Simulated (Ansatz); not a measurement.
All numbers were calculated with Ansatz.

Basis-set series for `[NH]=[Mo](=[NH])([NH2])[F]`. The species carries charge 0 and has multiplicity 1. Mo takes the def2 core potential. The geometry is a stationary point of PBE0-D4/def2-TZVP. It is one conformer, not always the lowest.

```xyz
9

N    -0.890    0.153    1.472
Mo    0.356   -0.186    0.331
N     0.048   -1.637   -0.547
N     0.338    1.253   -0.955
F     1.996   -0.329    1.221
H    -1.750   -0.031    1.971
H    -0.471   -2.472   -0.782
H     0.461    1.103   -1.944
H    -0.088    2.147   -0.767
```

| functional | basis | functions | energy (Eh) | HOMO (eV) | LUMO (eV) |
| --- | --- | --- | --- | --- | --- |
| PBE0-D4 | def2-TZVPP | 236 | -334.65441 | -7.70 | -1.30 |
| PBE0-D4 | def2-QZVPP | 429 | -334.67376 | -7.74 | -1.36 |
| ωB97M-V | def2-TZVPP | 236 | -334.75947 | -9.95 | 0.77 |
| ωB97M-V | def2-QZVPP | 429 | -334.77814 | -9.99 | 0.46 |

Task: Give the rows for def2-SVP. (An estimate is asked.)

Result: The calculation gave: 
| functional | basis | functions | energy (Eh) | HOMO (eV) | LUMO (eV) |
| --- | --- | --- | --- | --- | --- |
| PBE0-D4 | def2-SVP | 107 | -334.30703 | -7.58 | -1.09 |
| ωB97M-V | def2-SVP | 107 | -334.40222 | -9.81 | 1.02 |

Positive LUMOs are unbound and depend on the basis.
